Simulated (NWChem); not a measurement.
# Correlation energy of BrSi

```
Si
Br 1 2.2394
```
Charge 0, spin multiplicity 2.

Everything below was run with NWChem. The geometry was optimised at UPBE0/def2-SVP, a minimum by its harmonic frequencies.

Basis set: def2-SVP. Each correlation energy counts from its own Hartree-Fock reference.

```tsv
method	correlation energy (mHa)
UMP2	-287.6
SCS-UMP2	-270.2
CCSD on UHF	-304.3
CCSD[T] on UHF	-312.6
CCSD(T) on UHF	-312.1
CCSD on ROHF	-308.3
CCSD[T] on ROHF	-316.9
CCSD(T) on ROHF	-316.4
```

The values span 46.6 mHa, from CCSD[T] on ROHF (lowest) to SCS-UMP2 (highest). 

The Hamiltonian is non-relativistic. The correlated methods keep 14 core orbitals frozen. This spin state was chosen for the runs; another may lie lower. The structure started from a generated list of species. The unpaired electrons of the parent sit in orbitals of symmetry b2 (C2v labels of the run); other states weren't searched. No SCF solution was tested for a lower state. Open-shell Hartree-Fock references start from PBE0 orbitals. No row is a measurement; the coupled-cluster row has its own basis-set and correlation limits.
